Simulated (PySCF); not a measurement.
Input file for PySCF: R-M06-2X/6-31G* on C2H5Cl (a complex).

```python
from pyscf import gto, scf, dft, mp
from pyscf.data.elements import chemcore

mol = gto.M(
    atom='''
    Cl   -0.44736345    0.01661880    0.25716943
    H    -0.30982662    0.03203966    1.54328828
    C     0.37280676    0.56377999    3.79069813
    C    -0.48590946   -0.44246008    3.90082147
    H     1.43656042    0.39414825    3.67608516
    H     0.04587477    1.59626642    3.81485402
    H    -1.54919755   -0.27268857    4.01945853
    H    -0.15854315   -1.47487156    3.88064656
    ''',
    basis='6-31g*',
    cart=True,
    charge=0, spin=0, verbose=3, max_memory=1800)
mf = dft.RKS(mol, xc='m062x')
mf.conv_tol = 1e-8
mf.max_cycle = 100
mf.kernel()
if not mf.converged:
    mf = mf.newton().run(mf.mo_coeff, mf.mo_occ)
```

Program output:

```
converged SCF energy = -539.299006516878
```

Self-consistency was reached.

Cost: very roughly 4 core-seconds.
